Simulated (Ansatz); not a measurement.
`[SiH3][SnH2][CH2]Cl` and `[BH2][SnH2][CH2]Cl` differ in one atom or group.

Ansatz, PBE0-D4/def2-TZVP geometries, multiplicity 1. Each molecule was computed in one conformer, which needn't be the lowest.

Elements past krypton have def2 core potentials.

| property | `[SiH3][SnH2][CH2]Cl` |
| --- | --- |
| HOMO–LUMO gap (PBE/def2-TZVPP) / eV | 5.23 |
| size of the dipole moment (PBE/def2-TZVPP) / D | 1.34 |
| HOMO–LUMO gap (PBE0/def2-TZVPP) / eV | 7.22 |
| size of the dipole moment (ωB97M-V/def2-TZVPP) / D | 1.47 |
| HOMO energy (PBE/def2-TZVPP) / eV | -6.42 |
| HOMO–LUMO gap (ωB97M-V/def2-TZVPP) / eV | 10.84 |

**Question.** Give the same properties after the change, and the shifts. (An estimate is asked.)

**Answer.** The calculation gave: 
| property | `[BH2][SnH2][CH2]Cl` | shift |
| --- | --- | --- |
| HOMO–LUMO gap (PBE/def2-TZVPP) / eV | 4.25 | -0.98 |
| size of the dipole moment (PBE/def2-TZVPP) / D | 2.09 | 0.75 |
| HOMO–LUMO gap (PBE0/def2-TZVPP) / eV | 6.20 | -1.02 |
| size of the dipole moment (ωB97M-V/def2-TZVPP) / D | 2.01 | 0.54 |
| HOMO energy (PBE/def2-TZVPP) / eV | -6.17 | 0.25 |
| HOMO–LUMO gap (ωB97M-V/def2-TZVPP) / eV | 9.94 | -0.90 |

With PBE0 the HOMO rises by 0.40 eV and the LUMO falls by 0.62 eV, so the gap narrows by about 1.02 eV. PBE moves the HOMO by 0.25 eV and ωB97M-V by 0.44 eV. Dipoles are sizes alone; their direction can turn.
